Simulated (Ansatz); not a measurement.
Conformers of `C=C[Si](O)(O)C=C`, each relaxed with PBE0-D4/def2-TZVP in Ansatz. CBS adds the triple-zeta coupled-cluster correction to the MP2 limit.

Not all of them had a frequency check.

Conformer A:

```xyz
15

C    -1.752    1.464    0.679
C    -0.645    1.299   -0.041
Si    0.679    0.077    0.386
O     2.171    0.775    0.419
O     0.247   -0.498    1.869
C     0.846   -1.272   -0.874
C    -0.155   -1.642   -1.669
H    -1.933    0.876    1.573
H    -2.516    2.189    0.410
H    -0.512    1.914   -0.931
H     2.290    1.512    1.020
H     0.658   -1.313    2.160
H     1.801   -1.785   -0.976
H    -1.127   -1.156   -1.624
H    -0.053   -2.438   -2.402
```

Conformer B:

Z-matrix (Å, degrees):
```
Si
C 1 1.862
O 1 1.639 2 113.0
O 1 1.650 2 108.3 3 116.4
C 1 1.854 2 112.0 3 -118.8
C 2 1.331 1 124.7 3 86.0
H 2 1.091 1 117.8 3 -92.2
H 3 0.958 1 117.5 2 70.1
H 4 0.958 1 117.6 2 59.1
C 5 1.331 1 124.8 2 -27.3
H 5 1.089 1 117.2 2 155.4
H 6 1.087 2 122.3 1 -178.2
H 6 1.086 2 121.7 1 1.4
H 10 1.087 5 122.2 1 -177.3
H 10 1.087 5 121.8 1 2.8
```

Q: Which is lowest in electronic energy at CCSD(T)/CBS (frozen core, def2 sets), and by how much? (An estimate is asked.)

A: The calculation gave: A; B lies 7.7 kJ/mol higher.

Q: Give the energies relative to A (kJ/mol) with r2SCAN-D4/def2-TZVPP, MP2/def2-TZVPP, CCSD(T)/def2-TZVPP, HF/def2-QZVPP, SCS-MP2/def2-QZVPP, HF/CBS(def2), CCSD/CBS(def2). (Estimate.)

A: Computed: 
```csv
level,B
r2SCAN-D4/def2-TZVPP,7.9
MP2/def2-TZVPP,8.2
CCSD(T)/def2-TZVPP,8.1
HF/def2-QZVPP,9.3
SCS-MP2/def2-QZVPP,8.1
HF/CBS(def2),9.3
CCSD/CBS(def2),8.0
```
